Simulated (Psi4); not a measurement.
Approach curve of the dimer C3H8 ··· C5H5N (SMILES CCC and c1ccncc1). Monomers: optimised at B3LYP-D3(BJ) (def2-TZVP), held rigid. Orientation: lowest of the rigid-body minima from ten starts at GFN2-xTB. Only R, the distance of the centres of mass, is varied, so the lowest point isn't the relaxed dimer.

Calculation: SAPT0/jun-cc-pVDZ, frozen core in Psi4.

Components in kJ/mol:

```tsv
R / Å	electrostatics	exchange	induction	dispersion	total
3.12	-43.10	126.17	-11.11	-48.41	23.55
3.31	-24.33	70.51	-6.16	-35.23	4.78
3.54	-12.21	34.44	-3.05	-24.33	-5.16
3.73	-6.95	18.90	-1.73	-18.13	-7.90
3.89	-4.36	11.36	-1.09	-14.26	-8.34
4.15	-2.10	4.94	-0.53	-9.79	-7.49
4.46	-0.95	1.81	-0.25	-6.41	-5.80
4.70	-0.57	0.83	-0.15	-4.69	-4.59
5.23	-0.25	0.14	-0.06	-2.48	-2.65
5.96	-0.13	0.01	-0.03	-1.13	-1.28
6.93	-0.06	0.00	-0.01	-0.46	-0.54
8.19	-0.03	0.00	0.00	-0.17	-0.20
```
